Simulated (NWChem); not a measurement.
**HCl$_{3}$Si**

SMILES: Cl[SiH](Cl)Cl
```xyz
5

Si     0.0325     0.5070     0.0000
Cl    -0.9793    -0.1159     1.6799
Cl    -0.9793    -0.1159    -1.6799
Cl     1.9245    -0.3021     0.0000
H      0.1268     1.9789     0.0000
```
Charge 0, spin multiplicity 1.

Program: NWChem. The geometry was optimised at B3LYP/def2-SVP, a minimum by its harmonic frequencies.

Symmetry labels belong to the abelian group Cs used in the runs, with the axes of the coordinates shown; states degenerate in a higher group split over its labels.

The structure started from a generated list of species.

Q: List the lowest 6 singlet excitations that TD-PBE/def2-SVP gives, with oscillator strengths.

A: 
```csv
state,symmetry,energy (eV),wavelength (nm),f
1,a",6.93,179,0.000
2,a',7.28,170,0.018
3,a",7.33,169,0.005
4,a',7.33,169,0.005
5,a",7.65,162,0.010
6,a',7.65,162,0.010
```
